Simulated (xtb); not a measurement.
Al(H)(Br)(NH2) (AlBrH3N), SMILES [NH2][AlH][Br]. All values are semi-empirical tight-binding results from xtb (GFN2-xTB unless named), good for trends rather than for accurate numbers. The structure is a stationary point at GFN2-xTB. The values are those of a single conformer.

For metal compounds this method's bond lengths and energies can be far off.

Q: Estimate the properties. (An estimate is asked for; the answer gives what the named calculation found.)

A: 
The point group as xtb finds it is Cs and the orbital gap is 4.74 eV. The zero-point energy comes out as 19.6 kcal/mol and the G − E(el) at 298.15 K (modified RRHO) is 1.2 kcal/mol.
